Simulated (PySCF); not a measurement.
# Dipole moment and polarisability of `CNP(C)C1CC1`

Compound: C₅H₁₂NP.
Atom-mapped SMILES: `[CH3:1][NH:2][P:3]([CH3:4])[CH:5]1[CH2:6][CH2:7]1` (hydrogens: H8, H9, H10 on C1; H11 on N2; H12, H13, H14 on C4; H15 on C5; H16, H17 on C6; H18, H19 on C7)

Cartesian coordinates in Å at the GFN2-xTB level; atoms count from 1:
```xyz
19
C5H12NP angstrom
C      1.825    1.724    0.123
N      1.699    0.325   -0.262
P      0.544   -0.609    0.630
C      0.741   -2.143   -0.387
C     -0.944    0.053   -0.228
C     -2.288   -0.462    0.196
C     -1.892    0.938    0.529
H      2.245    1.875    1.123
H      0.835    2.178    0.093
H      2.464    2.230   -0.603
H      2.608   -0.129   -0.200
H     -0.111   -2.795   -0.207
H      0.794   -1.880   -1.442
H      1.648   -2.668   -0.092
H     -0.783    0.264   -1.282
H     -3.039   -0.624   -0.563
H     -2.323   -1.182    1.002
H     -1.661    1.164    1.560
H     -2.370    1.751    0.002
```

Level: CAM-B3LYP/def2-SVPD (PySCF), static field, nuclei fixed, core orbitals frozen in the response. The polarisability tensor in these axes (au):

```
x   101.69   0.93  -2.22
y     0.93  98.59   3.65
z    -2.22   3.65  79.31
```

Problem. What are the eigenvalues, a third of the trace, and Δα (Δα² = ½Σ(αi − αj)² over the three pairs)?

Solution. Principal values 78.40, 99.16 and 102.02 au; mean 93.20 au = 13.81 Å³ = 15.37 × 10⁻⁴⁰ C²·m²/J; Δα = 22.33 au (24 % of the mean).

Problem. What is the dipole moment, and where does it point?

Solution. (0.33, 0.14, -0.54) D, 0.65 D in size, pointing from the negative to the positive side. Measured along this direction, the outermost atoms are H17 at the negative end and H10 at the positive end.

Problem. Directions of the eigenvectors, and the extent of the frame along each?

Solution. Largest value along (0.98, 0.20, -0.06), where the nuclei span 5.95 Å; middle along (-0.18, 0.96, 0.20), 5.00 Å; least along (0.10, -0.18, 0.98), 2.53 Å. The response follows the extents in order.

Problem. Form Σ f/ω² (atomic units) for the 8 lowest TDDFT singlets, given as eV and f, and set it beside the mean polarisability, which is this sum over all singlets: 5.39, 0.0473; 5.79, 0.0784; 6.18, 0.0443; 6.64, 0.0369; 6.87, 0.1292; 6.96, 0.0284; 7.35, 0.0110; 7.46, 0.0107.

Solution. They add up to 7.18 au, 7.7 % of the 93.20 au; the largest single term is 2.03 au, from the state at 6.87 eV. Terms in order: 1.21, 1.74, 0.86, 0.62, 2.03, 0.43, 0.15, 0.14 au. Higher excitations give the rest. The strengths listed sum to 0.386.

Problem. In a dilute gas of rigid molecules at 500 K, how does the orientational term μ²/3kT compare with the electronic polarisability?

Solution. In Gaussian units μ²/3kT = 2.02 Å³ against 13.81 Å³, a ratio of 0.15; the Debye molar polarisation (4π/3)N_A(α + μ²/3kT) is 39.9 cm³/mol, leaving out the vibrational part.

Problem. What would n − 1 = 2πNα be for an ideal gas of these molecules at 273.15 K and 1 atm, electronic part alone?

Solution. N = p/kT = 2.6868 × 10¹⁹ cm⁻³, so n − 1 = 2π × N × 13.81 × 10⁻²⁴ cm³ = 2331 × 10⁻⁶ at long wavelengths, for an ideal gas.

Problem. What are the principal values of the traceless quadrupole moment, Θ = ½Σq(3rr − r²1), about the centre of nuclear charge?

Solution. -6.57, 1.46, 5.11 D·Å. The values depend on the origin, since the dipole doesn't vanish. The electronic extent ⟨r²⟩ about the same centre is 1062 bohr², a root-mean-square distance of 2.16 Å for the 64 electrons.

One conformer (not necessarily the lowest) at the GFN2-xTB geometry, without solvent, vibrations or thermal averaging.
